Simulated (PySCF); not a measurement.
C$_{2}$H$_{3}$ClF$_{2}$Sn (SMILES C=[CH][Sn]([F])([F])[Cl]), singlet, geometry from GFN2-xTB (such geometries of metal compounds can be far from the true shape) (core potentials on Sn); DF-PBE0/def2-SVP (PySCF).

Here is a job for PySCF.
```python
from pyscf import gto, scf, dft

mol = gto.Mole()
mol.atom = '''
    C    -2.98550004   -0.52998743    0.13425536
    C    -1.98466281   -0.52903542   -0.70602361
    Sn    0.06735409   -0.07371591    0.00101450
    F    -0.22848781    0.46528705    1.91869965
    F     1.07698581   -1.80798789    0.11618350
    Cl    1.62874785    1.40862595   -0.83279154
    H    -2.87184210   -0.29998621    1.18235755
    H    -3.98704517   -0.76997694   -0.20052402
    H    -2.01303532   -0.75243766   -1.75844090
'''
mol.basis = 'def2-svp'
mol.ecp = {'Sn': 'def2-svp'}
mol.verbose = 4
mol.max_memory = 1800
mol.build()

mf = dft.RKS(mol)
mf.xc = 'pbe0'
mf = mf.density_fit(auxbasis='def2-universal-jkfit')
mf.kernel()
```

What the program printed (banner, timings and long lists left out):

```
PySCF version 2.14.0

[INPUT] verbose = 4
[INPUT] num. atoms = 9
[INPUT] num. electrons = 72
[INPUT] charge = 0
[INPUT] spin (= nelec alpha-beta = 2S) = 0
[INPUT] symmetry False subgroup None
[INPUT] Mole.unit = angstrom
[INPUT] Symbol           X                Y                Z      unit          X                Y                Z       unit  Magmom
[INPUT]  1 C     -2.985500040000  -0.529987430000   0.134255360000 AA   -5.641777420478  -1.001531092162   0.253705861155 Bohr   0.0
[INPUT]  2 C     -1.984662810000  -0.529035420000  -0.706023610000 AA   -3.750469160510  -0.999732053994  -1.334191260377 Bohr   0.0
[INPUT]  3 Sn     0.067354090000  -0.073715910000   0.001014500000 AA    0.127280783469  -0.139302880923   0.001917127153 Bohr   0.0
[INPUT]  4 F     -0.228487810000   0.465287050000   1.918699650000 AA   -0.431779383702   0.879265093807   3.625816853799 Bohr   0.0
[INPUT]  5 F      1.076985810000  -1.807987890000   0.116183500000 AA    2.035208220943  -3.416601948630   0.219554995193 Bohr   0.0
[INPUT]  6 Cl     1.628747850000   1.408625950000  -0.832791540000 AA    3.077887362474   2.661917257455  -1.573747929455 Bohr   0.0
[INPUT]  7 H     -2.871842100000  -0.299986210000   1.182357550000 AA   -5.426995041996  -0.566891778046   2.234331950812 Bohr   0.0
[INPUT]  8 H     -3.987045170000  -0.769976940000  -0.200524020000 AA   -7.534423417570  -1.455045538831  -0.378935479197 Bohr   0.0
[INPUT]  9 H     -2.013035320000  -0.752437660000  -1.758440900000 AA   -3.804085433876  -1.421901103209  -3.322971707234 Bohr   0.0

nuclear repulsion = 412.156530843651
number of shells = 51
number of NR pGTOs = 214
number of NR cGTOs = 115
basis = def2-svp
ecp = {'Sn': 'def2-svp'}

******** <class 'pyscf.df.df_jk.DFRKS'> ********
method = DFRKS
initial guess = minao
damping factor = 0
level_shift factor = 0
DIIS = <class 'pyscf.scf.diis.CDIIS'>
diis_start_cycle = 1
diis_space = 8
diis_damp = 0
SCF conv_tol = 1e-09
SCF conv_tol_grad = None
SCF max_cycles = 50
direct_scf = False
XC library pyscf.dft.libxc version 7.1.2
    S. Lehtola, C. Steigemann, M. J. T. Oliveira, and M. A. L. Marques,  SoftwareX 7, 1–5 (2018)
XC functionals = pbe0
    C. Adamo and V. Barone,  J. Chem. Phys. 110, 6158 (1999)
    M. Ernzerhof and G. E. Scuseria,  J. Chem. Phys. 110, 5029 (1999)
radial grids:
    Treutler-Ahlrichs [JCP 102, 346 (1995); DOI:10.1063/1.469408] (M4) radial grids

becke partition: Becke, JCP 88, 2547 (1988); DOI:10.1063/1.454033
pruning grids: <function nwchem_prune>
grids dens level: 3
symmetrized grids: False
atomic radii adjust function: <function treutler_atomic_radii_adjust>
small_rho_cutoff = 0
Set gradient conv threshold to 3.16228e-05
Initial guess from minao.
tot grids = 127024
******** <class 'pyscf.df.df.DF'> ********
auxbasis = def2-universal-jkfit
init E= -928.629349883118
  HOMO = -0.664332770140432  LUMO = -0.635214782021956  gap/eV = 0.79234
cycle= 1 E= -949.024969972294  delta_E= -20.4  |g|=    3  |ddm|= 8.01
  HOMO = 0.0482999400833685  LUMO = 0.057309038443076  gap/eV = 0.24515
cycle= 2 E= -926.915005213038  delta_E= 22.1  |g|= 7.18  |ddm|= 35.3
  HOMO = -0.151138197467471  LUMO = -0.0592220679928417  gap/eV = 2.50117
cycle= 3 E= -950.461936871526  delta_E= -23.5  |g|= 2.04  |ddm|= 34.9
  HOMO = -0.306293609323487  LUMO = -0.11045117112555  gap/eV = 5.32914
cycle= 4 E= -951.361642454279  delta_E= -0.9  |g|= 0.71  |ddm|= 2.54
  HOMO = -0.305476978900034  LUMO = -0.083270515444447  gap/eV = 6.04655
cycle= 5 E= -951.421709024411  delta_E= -0.0601  |g|= 0.405  |ddm|= 0.674
  HOMO = -0.339251630650918  LUMO = -0.0960447997134578  gap/eV = 6.61799
cycle= 6 E= -951.458989123463  delta_E= -0.0373  |g|= 0.116  |ddm|= 0.383
  HOMO = -0.341238800488993  LUMO = -0.0955920976983486  gap/eV = 6.68439
cycle= 7 E= -951.462733339438  delta_E= -0.00374  |g|= 0.0291  |ddm|= 0.167
  HOMO = -0.341712499714423  LUMO = -0.0948739408938582  gap/eV = 6.71682
cycle= 8 E= -951.462771300708  delta_E= -3.8e-05  |g|= 0.0243  |ddm|= 0.0388
  HOMO = -0.342251145143514  LUMO = -0.0948142494622378  gap/eV = 6.73310
cycle= 9 E= -951.462890704187  delta_E= -0.000119  |g|= 0.00317  |ddm|= 0.0203
  HOMO = -0.342176642889279  LUMO = -0.0946661655166726  gap/eV = 6.73510
cycle= 10 E= -951.462892654472  delta_E= -1.95e-06  |g|= 0.000612  |ddm|= 0.00271
  HOMO = -0.342189414519903  LUMO = -0.0946531051721065  gap/eV = 6.73581
cycle= 11 E= -951.462892756609  delta_E= -1.02e-07  |g|= 0.000231  |ddm|= 0.00097
  HOMO = -0.342180353971482  LUMO = -0.0946484502929536  gap/eV = 6.73569
cycle= 12 E= -951.46289277019  delta_E= -1.36e-08  |g|= 8.84e-05  |ddm|= 0.000334
  HOMO = -0.342181666713972  LUMO = -0.09464576500685  gap/eV = 6.73579
cycle= 13 E= -951.462892771966  delta_E= -1.78e-09  |g|= 1.84e-05  |ddm|= 0.000106
  HOMO = -0.342181758287066  LUMO = -0.0946465457656132  gap/eV = 6.73578
cycle= 14 E= -951.462892772068  delta_E= -1.02e-10  |g|= 5.08e-06  |ddm|= 2.95e-05
  HOMO = -0.342182014905723  LUMO = -0.0946465981543562  gap/eV = 6.73578
Extra cycle  E= -951.462892772061  delta_E= 6.37e-12  |g|= 6.54e-06  |ddm|= 1.35e-05
converged SCF energy = -951.462892772061
```
